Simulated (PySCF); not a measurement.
# Relaxation of singlet BrH₆⁻

Method: PBE0 in PySCF with Br def2-TZVPD, H def2-TZVPD; no relativity; density-fitted integrals. A (50,194) grid was used.

A hand-made octahedral start, of Oh symmetry, held to at least that symmetry:

```xyz
7
charge -1 multiplicity 1, angstrom
Br    0.0000    0.0000    0.0000
H     0.0000    0.0000    1.4600
H     0.0000    0.0000   -1.4600
H     1.4600    0.0000    0.0000
H     0.0000    1.4600    0.0000
H    -1.4600    0.0000    0.0000
H     0.0000   -1.4600    0.0000
```

Q: What forces act on the atoms at the start (eV/Å)?

A: 
```csv
atom,Fx,Fy,Fz
Br1,0.00,0.00,0.00
H2,0.00,0.00,3.40
H3,0.00,0.00,-3.40
H4,3.40,0.00,0.00
H5,0.00,3.40,0.00
H6,-3.40,0.00,0.00
H7,0.00,-3.40,0.00
```

Q: What does it relax to?

A: It ends at Oh with Br–H 1.710 Å (×6); H–Br–H 90.0° (×12), H–Br–H 180.0° (×3). A frequency run shows a minimum.

Q: How much energy is released, and in how many steps?

A: 207.3 kJ/mol in 5 steps.

The relaxation took of the order of 30 core-seconds on a shared host.
